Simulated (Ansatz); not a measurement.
```yaml
atoms:
  - { symbol: C, position_ang: [0.0000, 0.0000, -1.2089] }
  - { symbol: Cl, position_ang: [0.0000, 0.0000, 0.7085] }
  - { symbol: H, position_ang: [0.0000, -1.1195, -1.5969] }
  - { symbol: H, position_ang: [-0.9696, 0.5598, -1.5969] }
  - { symbol: H, position_ang: [0.9696, 0.5598, -1.5969] }
```

Basis set: cc-pVDZ (spherical functions). Frozen core: 6 orbitals. Charge 0, multiplicity 1.

Computed with Ansatz (development build ahead of 0.2.0); each method stands on the lowest determinant of its kind that the runs found. Restricted open shells among the atoms or ions are ROHF, correlated in semicanonical orbitals with singles.

The atomization energy at this shape (free ground-state atoms in the same class of orbitals less the molecule, no zero-point energy) of singlet CH₃Cl:

```
 method  atomization energy
RHF-MP2     355.68 kcal/mol
```

Q: What does RHF give?

A: 280.20 kcal/mol. Caution: the shape is not the minimum.
